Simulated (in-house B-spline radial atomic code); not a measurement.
Configurations of V²⁺, with energies counted from [Ar] 3d3. Method: non-relativistic B97-1, spin-polarised, spherical fractional occupations, exact exchange averaged over the configuration, point nucleus. Calculated with an all-electron radial atomic-structure program (B-spline basis). Shells without spins written out take the highest spin.

Occupations are held fixed; configurations that lie above the ionisation limit could autoionise.

| configuration | E - E(ref) (eV) | highest orbital | its <r> (bohr) |
| --- | --- | --- | --- |
| [Ar] 3d2 4p1 | 11.244 | 4p up | 3.127 |
| [Ne] 3s2 3p5 3d4 | 35.231 | 3d up | 1.245 |
| [Ne] 3s2 3p5 3d3 4s1 | 42.597 | 4s up | 2.662 |

(1) Order these further configurations by energy, lowest first.
A. [Ar] 3d2 4s1
B. [Ne] 3s2 3p5 3d3 4f1
C. [Ar] 3d2 4f1
D. [Ne] 3s2 3p5 3d3 4p1

Answers

(1) A (6.1053 eV), C (21.803 eV), D (47.838 eV), B (58.613 eV).
